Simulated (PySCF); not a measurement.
## Electron correlation in Ne²⁺ (neon, charge +2)

[He] 2s2 2p3 3s1, high-spin 5S determinant (an excited configuration). Computed with PySCF 2.14 in aug-cc-pVTZ with one added diffuse shell each of s, p, d, f type (6s5p4d3f, 62 functions), with no relativity, point nucleus. Frozen: 1s2; 6 electrons correlated.

| level | correlation energy (mhartree) |
| --- | --- |
| CCSD | -128.49 |
| (T) | -1.54 |
| CCSD(T) | -130.03 |

Diagnostics: T1 = 0.0049, D1 = 0.0157, largest double amplitude 0.038.

The outer electron is Rydberg-like, and this basis confines it to a smaller radius and binds it less than a complete one would.

Cost of the coupled-cluster step: about 5 core-seconds, for 6 correlated electrons.

Iterations:

```
CC2 = 0
CCSD nocc = (np.int64(5), np.int64(1)), nmo = (61, 61)
frozen orbitals [[0], [0]]
max_cycle = 100
direct = 0
conv_tol = 1e-08
conv_tol_normt = 1e-06
diis_space = 8
diis_start_cycle = 0
Init t2, MP2 energy = -0.113280120478921
Init E_corr(UCCSD) = -0.113280120488285
cycle = 1  E_corr(UCCSD) = -0.125202190663545  dE = -0.0119220702  norm(t1,t2) = 0.0240222
cycle = 2  E_corr(UCCSD) = -0.127446457740442  dE = -0.00224426708  norm(t1,t2) = 0.0091157
cycle = 3  E_corr(UCCSD) = -0.128565195439388  dE = -0.0011187377  norm(t1,t2) = 0.00405341
cycle = 4  E_corr(UCCSD) = -0.128477020071099  dE = 8.81753683e-05  norm(t1,t2) = 0.000541051
cycle = 5  E_corr(UCCSD) = -0.128485726052778  dE = -8.70598168e-06  norm(t1,t2) = 5.9266e-05
cycle = 6  E_corr(UCCSD) = -0.128485227233865  dE = 4.98818913e-07  norm(t1,t2) = 8.65974e-06
cycle = 7  E_corr(UCCSD) = -0.12848534001672  dE = -1.12782855e-07  norm(t1,t2) = 1.4182e-06
cycle = 8  E_corr(UCCSD) = -0.12848533321222  dE = 6.80450013e-09  norm(t1,t2) = 2.14025e-07
UCCSD converged
E(UCCSD) = -125.1191586700028  E_corr = -0.1284853332122203
UCCSD(T) correction = -0.00153882140269866
```
